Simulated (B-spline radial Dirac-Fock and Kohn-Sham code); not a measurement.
## Kr 3d5/2: cross section and angular parameters

System: neutral krypton, [Ar] 3d10 4s2 4p6; threshold 93.80 eV (tabulated edge). Calculated with a radial B-spline solver, using Dirac-Hartree-Slater photoionisation with a Latter tail; cross sections with all multipoles, angular parameters from the dipole term and its interference with E2.

For linearly polarised light dσ/dΩ = σ/(4π) [1 + β P₂(cos θ) + (δ + γ cos²θ) sin θ cos φ], with θ from the polarisation vector and φ the angle between the beam and the projection of the electron momentum on the plane normal to the polarisation.

```tsv
hν (eV)	σ (kb)	β	γ	δ
111	732	0.573	0.011	0.006
127	1950	0.009	-0.006	0.007
132	2290	-0.010	-0.009	0.007
200	3410	0.506	-0.014	0.015
272	2430	0.827	0.001	0.021
406	1110	1.083	0.048	0.029
451	869	1.125	0.067	0.031
472	778	1.141	0.077	0.032
506	656	1.162	0.092	0.034
706	271	1.215	0.186	0.043
707	270	1.216	0.186	0.043
846	162	1.216	0.249	0.050
1000	98.4	1.201	0.316	0.056
1390	35.0	1.138	0.462	0.074
1550	24.5	1.108	0.514	0.082
2360	5.83	0.970	0.719	0.121
2984.4	2.51	0.882	0.829	0.151
3120	2.13	0.865	0.849	0.158
3680	1.15	0.802	0.922	0.185
4580	0.503	0.721	1.012	0.227
6000	0.175	0.626	1.115	0.289
6980	0.0957	0.576	1.169	0.330
8047.8	0.0537	0.530	1.216	0.373
11700	?	?	?	?
12000	0.0102	0.410	1.315	0.517
```

Task: Give the values at 11700 eV.

Result: σ = 0.0113 kb, β = 0.417, γ = 1.310, δ = 0.507.
